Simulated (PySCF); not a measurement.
B(Me)3 cation (C3H9B), SMILES CB(C)C (connectivity only; charge and spin as stated), charge +1, multiplicity 2.

Geometry optimised at PBE0-D3(BJ)/def2-SVP. The multiplicity is an assumed one; no other spin state was optimised. The isomer is the one that the SMILES or the coordinates give; other isomers of the formula were not compared.

The numbers are results of M06-2X/def2-TZVP (PySCF), not measurements.

The molecule is in vacuum.

```
Quantity                                                            Value
------------------------------------------------  -----------------------
total energy                                           -144.20855 hartree
point group                                                            Cs
α spin, highest occupied and lowest empty level       -15.15 and -5.44 eV
β spin, highest occupied and lowest empty level       -16.80 and -9.95 eV
dipole moment about the centre of nuclear charge                   1.00 D
mean static polarisability                           52.5 bohr³ (7.78 Å³)
polarisability, principal values                   38.9, 52.8, 65.7 bohr³
⟨S²⟩                                              0.753 (pure state 0.75)
```
